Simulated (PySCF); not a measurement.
C3H5O, SMILES CC[C]=O, multiplicity 2.

The structure is a stationary point at r2SCAN-D4/def2-SVP. The isomer is the one that the SMILES or the coordinates give; other isomers of the formula were not compared. Other conformers were not sampled.

Computed with r2SCAN-D4/def2-SVP (PySCF).

Harmonic, unscaled wavenumbers; measured fundamentals usually lie a few per cent lower.

```
mode  ν (cm⁻¹)  IR (km/mol)  moving atoms (share of kinetic energy)
----  --------  -----------  --------------------------------------
1           60          0.4                  C 60 %, O 30 %, H 10 %
2          229          0.6                          H 86 %, C 12 %
3          308          2.4                  C 60 %, H 25 %, O 15 %
4          500          8.8                  C 46 %, O 36 %, H 17 %
5          708          3.3                          H 74 %, C 24 %
6          839         12.8                          C 62 %, H 35 %
7          980          4.2                          H 82 %, C 17 %
8         1028          6.3                          C 51 %, H 48 %
9         1096          2.7                          C 60 %, H 39 %
10        1241          0.9                          H 79 %, C 21 %
11        1290          3.7                          H 64 %, C 35 %
12        1389          4.6                          H 82 %, C 18 %
13        1406          5.5                          H 87 %, C 13 %
14        1469          9.3                                  H 97 %
15        1476          7.2                                  H 97 %
16        1942        152.6                          C 60 %, O 40 %
17        3010         14.0                                  H 95 %
18        3047         20.3                                  H 97 %
19        3072          5.8                           H 91 %, C 9 %
20        3145         13.6                          H 90 %, C 10 %
21        3150         11.7                          H 90 %, C 10 %
```
